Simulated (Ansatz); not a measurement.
System: sum formula SOF (charge -1, singlet). 
Geometry from a B3LYP-D3(BJ)/def2-TZVP (Ansatz, a first-principles code) optimisation:
```
S
O 1 1.5312
F 1 1.7849 2 106.75
```
Charge -1, spin multiplicity 1.

Parts of the frozen-core correlation energy in STO-3G (Ansatz, hartree). Frozen orbitals: 7; correlated occupied orbitals by spin: 10 and 10; virtual: 2 and 2. Spin-orbit coupling is left out. Non-relativistic. The restricted reference is unstable.

| term | value |
|---|---|
| reference (HF) | -564.73379 |
| MP2 opposite-spin | -0.06206 |
| MP2 same-spin | -0.00915 |
| CCSD correlation | -0.09437 |
| (T) | -0.00535 |
| FCI minus CCSD(T) | -0.00161 |
| T1 diagnostic | 0.026 |
| largest doubles amplitude | 0.159 |
